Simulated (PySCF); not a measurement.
The dipole of `O=C(O)[SiH2]OC[SiH3]` from its density and from atomic charges.

Coordinates (GFN2-xTB, Å) and charges (e) from the PBE0/pcSseg-1 density (PySCF):

```tsv
atom	x	y	z	Mulliken	IAO	Hirshfeld	ESP-fitted
O1	1.510	1.801	-0.458	-0.4068	-0.4531	-0.2594	-0.4961
C2	2.114	0.801	-0.146	+0.1867	+0.2591	+0.1193	+0.5294
O3	3.400	0.856	0.224	-0.3599	-0.4740	-0.1791	-0.6171
Si4	1.371	-0.974	-0.122	+0.8854	+0.9844	+0.4070	+0.5544
O5	-0.234	-0.900	-0.036	-0.6448	-0.6448	-0.2201	-0.3904
C6	-1.189	-0.155	-0.781	-0.2230	-0.3299	-0.0780	-0.0882
Si7	-2.744	-0.039	0.314	+0.5200	+0.6242	+0.3189	+0.3582
H8	3.723	1.775	0.198	+0.2329	+0.3618	+0.1843	+0.4488
H9	1.687	-1.643	1.127	-0.1053	-0.1223	-0.0689	-0.1025
H10	1.878	-1.621	-1.337	-0.1136	-0.1475	-0.0747	-0.1123
H11	-0.779	0.828	-1.024	+0.1558	+0.1542	+0.0343	+0.0872
H12	-1.375	-0.673	-1.726	+0.1325	+0.1405	+0.0403	+0.0960
H13	-2.405	0.693	1.533	-0.0796	-0.1125	-0.0719	-0.0763
H14	-3.785	0.658	-0.445	-0.0985	-0.1264	-0.0776	-0.1037
H15	-3.174	-1.398	0.646	-0.0818	-0.1137	-0.0742	-0.0875
```

What dipole does each set of charges give (1 e·Å = 4.803 D), and what does the density give?

The full density gives (0.91, -0.15, -0.55) D, 1.07 D in size; dipole vectors point from the negative to the positive end.

```json
{"scheme": "Mulliken", "μx": "-1.17", "μy": "-1.70", "μz": "-0.52", "size (D)": "2.13", "share of the full size (%)": "199", "angle to the full dipole (°)": "103"}
{"scheme": "IAO", "μx": "0.44", "μy": "-1.22", "μz": "-0.18", "size (D)": "1.31", "share of the full size (%)": "122", "angle to the full dipole (°)": "61"}
{"scheme": "Hirshfeld", "μx": "0.62", "μy": "-0.76", "μz": "0.05", "size (D)": "0.98", "share of the full size (%)": "91", "angle to the full dipole (°)": "52"}
{"scheme": "ESP-fitted", "μx": "0.90", "μy": "-0.15", "μz": "-0.57", "size (D)": "1.07", "share of the full size (%)": "100", "angle to the full dipole (°)": "1"}
```

Which set comes closest?

Length of the difference vector: ESP-fitted 0.02 D, Hirshfeld 0.91 D, IAO 1.22 D, Mulliken 2.59 D. Closest: ESP-fitted. ESP charges are fitted to the potential around the molecule, whose slowest-falling term is the dipole's. 

What is left for the Hirshfeld atoms' own dipoles?

The Hirshfeld atoms' densities add up to the full density, so μ = Σ q r + Σ (atomic dipoles). The atomic dipoles sum to (0.91, -0.15, -0.55) − (0.62, -0.76, 0.05) = (0.29, 0.61, -0.60) D, 0.91 D in size.

With the origin at the mean of the coordinates, (0.000, 0.001, -0.136) Å, which are the largest single terms, by size, of the Mulliken dipole along the direction of the full one?

Si7 -6.36, Si4 +5.48, O3 -4.44, H8 +3.05, O1 -2.32 D; all 15 atoms together -0.48 D. The single terms depend on the origin, their sum doesn't.

Give the size of the full dipole in other units.

1.07 D = 0.422 au = 0.223 e·Å = 3.58 × 10⁻³⁰ C·m.

Geometry: GFN2-xTB, one conformer, isolated molecule.

Shape of the structure used: `[O:1]=[C:2]([OH:3])[SiH2:4][O:5][CH2:6][SiH3:7]`: O1–C2–Si4–O5 -21°, C2–Si4–O5–C6 49°, Si4–O5–C6–Si7 -158°, H–O3–C2–O1 0°.
